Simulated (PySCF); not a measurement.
Structure with atom numbers: `[CH3:1][N:2]([CH3:3])[SiH2:4][PH3+:5]`. Each H is labelled by its parent atom.

Geometry: GFN2-xTB; GIAO absolute shieldings from PySCF, gas phase, non-relativistic, averaged over equivalent atoms.

At PBE/6-31G (75 basis functions, 17 s wall time on 1 thread of an Intel Xeon Platinum 8488C, shared host):
| atoms | σ (ppm) |
| --- | --- |
| C1/C3 | 154.1 |
| N2 | 240.4 |
| Si4 | 415.2 |
| P5 | 595.1 |
| H(Si4) | 26.32 |
| H(P5) | 29.27 |
| H(C1)/H(C3) | 29.88 |

**Question.** Estimate the result of repeating the calculation with PBE0/pcSseg-1.

**Answer.** 
```json
{"atoms": "C1/C3", "σ at PBE0/pcSseg-1": "144.6", "change": "-9.5"}
{"atoms": "N2", "σ at PBE0/pcSseg-1": "243.5", "change": "+3.1"}
{"atoms": "Si4", "σ at PBE0/pcSseg-1": "371.9", "change": "-43.3"}
{"atoms": "P5", "σ at PBE0/pcSseg-1": "519.3", "change": "-75.8"}
{"atoms": "H(Si4)", "σ at PBE0/pcSseg-1": "25.70", "change": "-0.62"}
{"atoms": "H(P5)", "σ at PBE0/pcSseg-1": "27.27", "change": "-2.00"}
{"atoms": "H(C1)/H(C3)", "σ at PBE0/pcSseg-1": "28.85", "change": "-1.03"}
```

The largest change is at P5 (phosphorus bonded to Si, 3 H). Cost: 154 basis functions, 22 s wall time on 1 thread of an Intel Xeon Platinum 8488C, shared host.
